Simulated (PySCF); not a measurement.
Ga(F)(NH2)2 (FGaH4N2), SMILES [NH2][Ga]([NH2])[F]. Atoms are numbered in the order given.

```xyz
8

Ga     0.0000     0.0000    -0.0134
F      0.0000     0.0000     1.7439
N     -1.6205    -0.0497    -0.8008
H     -1.7616     0.1705    -1.7781
H     -2.4593     0.1070    -0.2560
N      1.6205     0.0497    -0.8008
H      1.7616    -0.1705    -1.7781
H      2.4593    -0.1070    -0.2560
```

Geometry optimised at PBE0-D3(BJ)/def2-SVP. The structure was generated by enumeration; whether it is a known compound was not checked. The values are those of a single conformer.

These are HF/pcSseg-1 (PySCF) values and carry that method's errors.

GIAO shieldings, no solvent; atoms listed in one row are averaged. δ = σ(ref) − σ: ¹⁹F against CFCl3 (σ = 238.5 ppm); ¹⁵N against NH3 (σ = 267.3 ppm); ¹H against TMS (σ = 31.99 ppm), references at their B3LYP-D3(BJ)/def2-TZVP geometries, non-relativistic.

```
nucleus   atoms  count  δ (ppm)
-------  ------  -----  -------
¹⁹F          F2      1   -190.0
¹⁵N      N3, N6      2     -7.3
¹H       H8, H5      2     0.86
¹H       H7, H4      2     0.65
```
